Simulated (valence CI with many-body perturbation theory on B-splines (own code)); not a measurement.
## Nb¹⁰⁺: calculated level list

Calculated by configuration interaction combined with many-body perturbation theory (CI+MBPT): three valence electrons over a frozen Dirac-Fock core [Ar] 3d10, radial functions for each j: 11 s, 11 p, 9 d, 7 f, 5 g, 2 h, 1 i, with the one-electron correlation potential Σ1 (screened to all orders), the two-electron term Σ2, the three-electron term Σ3, Breit, model QED; selected single and double excitations, second order for the rest, scaled by the run's own slope (own B-spline code, finite nucleus).

No measured levels were compared; by estimate levels hold to about 250 cm⁻¹ or 0.2 % of their energy and the worst to 1 %, as in measured heavy ions of charge 2 to 7; those with d or f electrons hold less well.

Levels 46 to 71 of 71, with energies above the lowest level, 4s²4p ²P°_1/2. "Leading %" is the weight of the configuration and term that name the level; weights of strongly mixed levels are sums over their largest components and can fall short. In the jj column 3d3/2^4 stands for four electrons in 3d with j = 3/2. Lifetimes count E1, E2, E3, M1 and M2 decay at the calculated energies, and are blank where another channel may lead or the interval is too uncertain; long ones can be off by a factor of two.

```csv
No.,Configuration,Term,J,E (cm⁻¹),Leading %,Leading jj,Lifetime
46,4p²4d,⁴F,3/2,781390,81,4p1/2^2 4d3/2 (65 %),78.2 ps
47,4p²4d,²F,5/2,786830,47,4p1/2^2 4d5/2 (46 %),117 ps
48,4p²4d,⁴F,5/2,788660,54,4p1/2 4p3/2 4d3/2 (82 %),112 ps
49,4p²4d,²F,7/2,794450,52,4p1/2 4p3/2 4d3/2 (63 %),143 ps
50,4p²4d,⁴F,7/2,796600,57,4p1/2 4p3/2 4d5/2 (89 %),94.7 ps
51,4p²4d,²P,3/2,799860,44,4p1/2 4p3/2 4d3/2 (74 %),44.7 ps
52,4p²4d,⁴D,1/2,800970,85,4p1/2 4p3/2 4d3/2 (95 %),56.8 ps
53,4p²4d,⁴F,9/2,802640,70,4p1/2 4p3/2 4d5/2 (78 %),103 ps
54,4p²4d,⁴D,5/2,809310,72,4p1/2 4p3/2 4d5/2 (50 %),54.4 ps
55,4p²4d,²P,3/2,810670,46,4p1/2 4p3/2 4d5/2 (72 %),37.6 ps
56,4p²4d,²G,7/2,816650,61,4p3/2^2 4d3/2 (34 %),117 ps
57,4p²4d,⁴D,7/2,822260,56,4p3/2^2 4d5/2 (85 %),87.5 ps
58,4p²4d,²P,1/2,825690,79,4p3/2^2 4d5/2 (60 %),29.8 ps
59,4p²4d,²G,9/2,826490,62,4p3/2^2 4d5/2 (74 %),163 ps
60,4p²4d,⁴P,5/2,835590,53,4p1/2 4p3/2 4d5/2 (75 %),11.7 ps
61,4p²4d,⁴P,3/2,838800,43,4p1/2 4p3/2 4d3/2 (66 %),12.0 ps
62,4p²4d,⁴P,1/2,845420,82,4p1/2 4p3/2 4d3/2 (60 %),9.93 ps
63,4p²4d,²D,5/2,845600,42,4p1/2 4p3/2 4d3/2 (23 %),12.9 ps
64,4p²4d,⁴P,3/2,850060,46,4p3/2^2 4d3/2 (72 %),11.9 ps
65,4s4p5s,⁴P°,1/2,852580,95,4s 4p1/2 5s (95 %),12.8 ps
66,4p²4d,²F,5/2,856660,50,4p3/2^2 4d3/2 (33 %),10.7 ps
67,4p²4d,²D,3/2,858370,85,4p1/2 4p3/2 4d5/2 (53 %),32.8 ps
68,4s4p5s,⁴P°,3/2,858950,91,4s 4p1/2 5s (76 %),12.5 ps
69,4p²4d,²F,7/2,861920,62,4p3/2^2 4d3/2 (35 %),11.2 ps
70,4p²4d,²P,1/2,864150,68,4p1/2 4p3/2 4d5/2 (76 %),16.6 ps
71,4s4p5s,²P°,1/2,871250,95,4s 4p1/2 5s (81 %),10.6 ps
```

Names give the largest LS component (configuration and term), which can be under half, so a name can repeat, a term be missing and a line seem to break the LS rules; names also repeat where a configuration has a term twice.

Where two levels of one J and parity lie close, their mixing, g and order are uncertain.
